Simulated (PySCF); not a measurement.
C2H9FSi3, SMILES F[Si@@H]1C[C@@H]([SiH3])[SiH2]1.

Geometry: PBE0-D3(BJ)/def2-SVP. The structure was generated by enumeration; whether it is a known compound was not checked.

All values below come from PBE/def2-TZVP run with PySCF.

Gas-phase values at a fixed geometry.

| Property | Value |
|---|---|
| total energy | -1049.42524 hartree |
| highest occupied level | -6.46 eV |
| lowest empty level | -1.43 eV |
| orbital gap | 5.03 eV |
| dipole moment | 0.74 D |
| quadrupole, principal values (traceless, Buckingham form, about the centre of nuclear charge) | -8.54, 3.64, 4.90 D·Å |
| mean static polarisability | 107.3 bohr³ (15.91 Å³) |
| polarisability, principal values | 86.9, 106.2, 129.0 bohr³ |
